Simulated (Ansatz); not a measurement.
Reaction R1 → P1 + P2, each structure at its B3LYP-D3(BJ)/def2-TZVP stationary point, reached from a drawn start (curvature not checked).
R1, F2Sc (SMILES [F][Sc][F]) (charge 0, multiplicity 2):
```csv
atom,x (Å),y (Å),z (Å)
Sc,0.0035,0.0048,-0.6105
F,1.5900,-0.0060,0.3144
F,-1.5935,0.0012,0.2961
```
P1, FSc (SMILES [F][Sc]) (charge 0, multiplicity 1):
```
atom    x (Å)    y (Å)    z (Å)
----  -------  -------  -------
Sc    -0.0089  -0.0179  -0.8963
F      0.0089   0.0179   0.8963
```
P2: F atom, charge 0, multiplicity 2.

P less R. No zero-point or thermal terms; singlets are restricted closed shells; open shells are unrestricted; no spin–orbit coupling. The spin states of the d-block species are the ones drawn and need not be the lowest.

Frozen-core correlation throughout. CBS: X⁻³ extrapolation of the correlation energy, Hartree–Fock from the larger set.

Codes used: Ansatz (Gaussian basis) for Hartree–Fock, density functionals and correlated methods. Each number belongs to the level named beside it.

PBE/def2-TZVPP gives 162.82 kcal/mol for the reaction energy.

Question: Where do these levels fall relative to PBE: r2SCAN/def2-TZVPP, PBE0/def2-TZVPP, wB97M-V/def2-TZVPP, B2PLYP/def2-TZVPP, MP2/CBS(def2-TZVPP, def2-QZVPP), CCSD(T)/CBS(def2-TZVPP, def2-QZVPP).

Answer: r2SCAN/def2-TZVPP 1.90; PBE0/def2-TZVPP -7.98; wB97M-V/def2-TZVPP -12.17; B2PLYP/def2-TZVPP -9.57; MP2/CBS(def2-TZVPP, def2-QZVPP) -1.32; CCSD(T)/CBS(def2-TZVPP, def2-QZVPP) -13.57 kcal/mol. 1 of 6 lie above PBE; the widest gap is to CCSD(T)/CBS(def2-TZVPP, def2-QZVPP).

Ansatz is an electronic-structure program.
